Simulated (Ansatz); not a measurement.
CHO2 (SMILES O=[C]O) moved off its minimum; all values from Ansatz (a quantum-chemistry and plane-wave program), cores frozen in correlated methods. Open shells are unrestricted.
(charge 0, multiplicity 2)
```xyz
4

O      0.9182    -0.6915    -0.0628
C      0.3344     0.2578     0.1468
O     -0.9827     0.5518     0.0072
H     -1.4172    -0.2334    -0.4071
```

Forces at MP2/cc-pVTZ (eV/Å):

| atom | Fx | Fy | Fz |
|---|---|---|---|
| O1 | 2.774 | -4.543 | -1.069 |
| C2 | -3.225 | 4.631 | 1.062 |
| O3 | 0.123 | -0.597 | -0.329 |
| H4 | 0.329 | 0.510 | 0.336 |

Q: Give the forces (eV/Å), the total energy and the dipole at CCSD(T)/cc-pVTZ.

A: 
```csv
atom,Fx,Fy,Fz
O1,2.732,-4.553,-1.077
C2,-3.079,4.656,1.092
O3,0.034,-0.598,-0.339
H4,0.313,0.495,0.324
```
Energy -188.8284 hartree, dipole 1.66 D.
